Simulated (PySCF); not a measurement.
**Computed properties of C3H5BO, SMILES OB1C=CC1**

C3H5BO, SMILES C1CB(O)C=1. Coordinates come from a B3LYP-D3(BJ)/def2-SVP optimisation. The structure was generated by enumeration, and PubChem lists no compound with its InChIKey, so it may never have been made. The values are those of a single conformer. All values are computed for the isolated molecule unless a solvent is named; none is compared with measurement here.

**Structure.** The optimised structure has Cs symmetry. All 24 harmonic modes at B3LYP-D3(BJ)/def2-SVP (PySCF) are real, so it is a minimum. With heavy atoms numbered as in [OH:1][B:2]1[CH:3]=[CH:4][CH2:5]1, the shortest bond between them is O1–B2 at 1.349 Å and the longest B2–C5 at 1.621 Å.

**Vibrations.** The strongest infrared lines (harmonic, unscaled, degenerate partners summed) lie at 1492 cm⁻¹ (416 km/mol, B 63 %, O 16 %, H 11 %, C 10 %), 588 cm⁻¹ (107 km/mol, H 90 %, O 8 %), 1136 cm⁻¹ (101 km/mol, H 54 %, B 30 %, O 11 %). The softest mode is at 100 cm⁻¹ and the zero-point energy is 48.5 kcal/mol.

**Electronic structure.** r2SCAN/def2-TZVP (PySCF) places the frontier levels at -6.69 and -1.44 eV, a gap of 5.25 eV, and gives a dipole moment of 1.40 D and a mean polarisability of 50.6 bohr³. PBE/def2-TZVP (PySCF) at the same geometry gives -6.51 and -1.69 eV, so its gap is 0.43 eV narrower. An orbital gap is neither the optical nor the fundamental gap.

**Excitations.** TDA-PBE0/def2-SVPD (PySCF) has S1 at 5.80 eV (214 nm, f = 0.000, dark); the most intense of the 10 singlets computed lies at 6.35 eV (f = 0.12). T1 (TDA) is at 3.97 eV, 1.83 eV under S1. TDA-PBE/def2-SVPD (PySCF) puts S1 at 5.20 eV. No vertical singlet excitation falls in the visible range (under 3.1 eV).

**NMR.** GIAO shifts at PBE0/pcSseg-1 (PySCF) (non-relativistic, atoms alike by connectivity averaged): ¹³C from 28.6 to 179.9 ppm against TMS; ¹H from 1.9 to 8.7 ppm against TMS; ¹¹B at 32.1 ppm against BF3.
